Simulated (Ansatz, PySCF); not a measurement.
System: CI2 (charge -1, doublet). 
Structure (B3LYP-D3(BJ)/def2-TZVP (Ansatz, an electronic-structure program) minimum search):
```xyz
3

C      0.0950    -0.0807     1.2614
I      0.9812     1.5582    -0.0464
I     -0.9920    -1.5491    -0.0964
```
Charge -1, spin multiplicity 2.

Total electronic energies in hartree. Cores are frozen in the correlated levels unless marked. UHF or UKS for open shells. Spin-orbit coupling is left out. The frozen core is the preceding noble-gas configuration, with the filled d and f shells of earlier blocks. Past Kr the def2 sets carry scalar-relativistic core potentials. CBS(X,Y): correlation extrapolated as X^-3; Hartree-Fock from the larger set. The bracket is a focal-point correction in the basis named.

```
level                                                                 program  energy (Eh)
-------------------------------------------------------------  --------------  -----------
HF/def2-TZVPD                                                           PySCF   -631.15627
HF/def2-QZVPPD                                                         Ansatz   -631.15959
HF-D4/def2-TZVPD                                                PySCF + dftd4   -631.16902
SVWN5/def2-TZVPD                                                       Ansatz   -632.33530
PBE/def2-TZVPD                                                          PySCF   -633.43446
BLYP-D4/def2-TZVPD                                             Ansatz + dftd4   -633.39608
r2SCAN/def2-TZVPD                                                      Ansatz   -633.71617
B3LYP-D3(BJ)/def2-TZVPD                                        Ansatz + dftd3   -633.70195
PBE0/def2-TZVPD                                                        Ansatz   -633.47954
r2SCANh-D4/def2-TZVPD                                          Ansatz + dftd4   -633.69267
PW6B95-D3(BJ)/def2-TZVPD                                        PySCF + dftd3   -633.92173
B2PLYP-D3(BJ)/def2-TZVPD                                       Ansatz + dftd3   -632.92079
CCSD/def2-SVP                                                          Ansatz   -631.41093
CCSD(T)/def2-SVPD                                                      Ansatz   -631.46642
RI-MP2/CBS(def2-TZVPPD,def2-QZVPPD)+[CCSD(T)-MP2]/def2-TZVPPD          Ansatz    -631.7217
```

Totals of different functionals don't rank their quality; only differences between species are comparable.
